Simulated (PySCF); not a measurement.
Compound: C3H8SSi.
SMILES: `CS[SiH]1CC1`

Vertical excitations from PySCF (density fitting, frozen core in the response, grid level 2 and gas phase unless stated; continuum runs use non-equilibrium linear response for the excitations) on a GFN2-xTB geometry. Reference run:

```tsv
settings	S1, eV (f)	S2, eV (f)	S3, eV (f)	S4, eV (f)	S5, eV (f)	S6, eV (f)	T1, eV (Tamm–Dancoff)	mean α (au)
PBE0/def2-SVPD, full TDDFT, 6 singlets	5.30 (0.028)	5.84 (0.006)	6.05 (0.083)	6.38 (0.036)	6.47 (0.005)	6.56 (0.052)	4.67	85.2
```

Problem. What do these settings give: KT2/pcSseg-1, grid level 1, TDA, 3 singlets?

Solution. 
```tsv
settings	S1, eV (f)	S2, eV (f)	S3, eV (f)	S4, eV (f)	S5, eV (f)	S6, eV (f)	T1, eV (Tamm–Dancoff)	mean α (au)
KT2/pcSseg-1, grid level 1, TDA, 3 singlets	4.93 (0.025)	5.53 (0.005)	5.66 (0.078)	–	–	–	4.37	77.2
```

S1 moves by -0.37 eV; functional, basis and response scheme change together, so the shift can't be laid on one. States are counted by energy in each run and needn't keep their character from row to row.

KT2 was designed for NMR shieldings or shifts; total energies of different functionals aren't comparable.

Problem. Which orbital pairs make up S1 in each run, and how does it sit against the orbital gap?

Solution. 
```csv
settings,S1 configurations (weight),S1 (eV),orbital gap (eV),S1 − gap (eV)
"PBE0/def2-SVPD, full TDDFT, 6 singlets","H→L 0.81, H−1→L 0.14",5.30,6.53,-1.23
"KT2/pcSseg-1, grid level 1, TDA, 3 singlets","H→L 0.84, H−1→L 0.13",4.93,4.67,+0.26
```

Shape of the structure used: `[CH3:1][S:2][SiH:3]1[CH2:4][CH2:5]1`: C1–S2–Si3–C4 -87°.

One conformer stands for the species.
